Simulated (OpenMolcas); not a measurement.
**CH3BCl2O (methoxydichloroborane): the vertical ionisation energy, rung by rung**

The species is CH3BCl2O (8 atoms), meant as a singlet with charge 0. As SMILES, `COB(Cl)Cl`. Geometry: relaxed at PBE0-D4/def2-TZVP.

Quantity: the vertical ionisation energy (to the doublet cation), in eV. The values are calculated.

```
          level             kind     program  value (eV)  CPU time (all runs)
   PBE/def2-SVP              GGA  OpenMolcas       10.47              1.8 min
revPBE/def2-SVP              GGA  OpenMolcas       10.44              1.8 min
 M06-L/def2-SVP         meta-GGA  OpenMolcas       10.89              2.7 min
  TPSS/def2-SVP         meta-GGA  OpenMolcas       10.61              2.4 min
r2SCAN/def2-SVP         meta-GGA  OpenMolcas       10.83              2.7 min
 BHLYP/def2-SVP    global hybrid  OpenMolcas       11.35              1.9 min
M06-2X/def2-SVP  hybrid meta-GGA  OpenMolcas       11.49              2.6 min
  PBE0/def2-SVP    global hybrid  OpenMolcas       11.09              1.8 min
```

The values span 10.44 to 11.49 eV. CPU times are rough (shared hosts, several kinds of processor and program).
